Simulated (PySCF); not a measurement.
**Static response to an electric field**

Compound: C₆H₆F₄.
SMILES with atom numbers: `[F:1][C:2]([F:3])([F:4])[C@:5]12[CH2:6][C@:7]([F:8])([CH2:9]1)[CH2:10]2` (hydrogens: H11, H12 on C6; H13, H14 on C9; H15, H16 on C10)

Structure used (PBE0-D3(BJ)/def2-SVP), in Å, numbered top down from 1:
```
atom  x, y, z in Å
F1     2.5838    0.4597   -0.3273
C2     1.7781   -0.3202    0.3984
F3     2.0336   -0.0814    1.6878
F4     2.1098   -1.5902    0.1478
C5     0.3439   -0.0618    0.0763
C6    -0.4010    1.2816    0.2356
C7    -1.4035    0.2527   -0.3110
F8    -2.6937    0.4830   -0.5960
C9    -0.8748   -0.7659    0.7105
C10   -0.3306   -0.2250   -1.3029
H11   -0.5569    1.6307    1.2663
H12   -0.0951    2.0891   -0.4449
H13   -1.0618   -0.5495    1.7720
H14   -1.0020   -1.8297    0.4641
H15   -0.4231   -1.2538   -1.6791
H16   -0.0202    0.4861   -2.0819
```

Level: PBE0/def2-SVPD (PySCF), static field, nuclei fixed, core orbitals frozen in the response. The polarisability tensor in these axes (au):

```
x   70.09 -0.65  0.81
y   -0.65 66.61 -0.14
z    0.81 -0.14 66.67
```

Question: What are the eigenvalues, a third of the trace, and Δα (Δα² = ½Σ(αi − αj)² over the three pairs)?

Answer: Principal values 66.49, 66.49 and 70.39 au; mean 67.79 au = 10.05 Å³ = 11.18 × 10⁻⁴⁰ C²·m²/J; Δα = 3.90 au (6 % of the mean).

Question: What is the dipole moment, and where does it point?

Answer: (-0.64, 0.12, -0.15) D, 0.66 D in size, pointing from the negative to the positive side. Measured along this direction, the outermost atoms are F4, F3 and F1 at the negative end and F8 at the positive end.

Question: What molar refraction does this α imply?

Answer: Lorentz–Lorenz: R = (4π/3)N_A α = 2.5225 cm³/(mol·Å³) × 10.05 Å³ = 25.3 cm³/mol, in the limit of long wavelengths.

Question: Sum over states: ᾱ = Σ f/ω², ω in Eh. What share falls to these 10 lowest TDDFT singlets (eV, f)? 8.99, 0.0381; 8.99, 0.0382; 9.50, 0.0081; 9.51, 0.0080; 9.64, 0.0936; 9.64, 0.0936; 9.77, 0.0000; 9.77, 0.0000; 9.77, 0.0000; 9.83, 0.0213.

Answer: They add up to 2.49 au, 3.7 % of the 67.79 au; the largest single term is 0.75 au, from the state at 9.64 eV. Terms in order: 0.35, 0.35, 0.07, 0.07, 0.75, 0.75, 0.00, 0.00, 0.00, 0.16 au. Higher excitations give the rest. The strengths listed sum to 0.301.

Question: Rayleigh depolarisation ratio (linearly polarised light, static tensor)?

Answer: ρ = 3Δα²/(45ᾱ² + 4Δα²) = 45.7/(206798 + 60.9) = 0.000221.

Isolated species at its PBE0-D3(BJ)/def2-SVP geometry, gas phase.

The run behind these numbers computed excited states as well. Time: 6.0 min of wall time; peak memory 1.2 GiB. Hardware: one thread of an Arm Neoverse V2, no GPU (shared host).
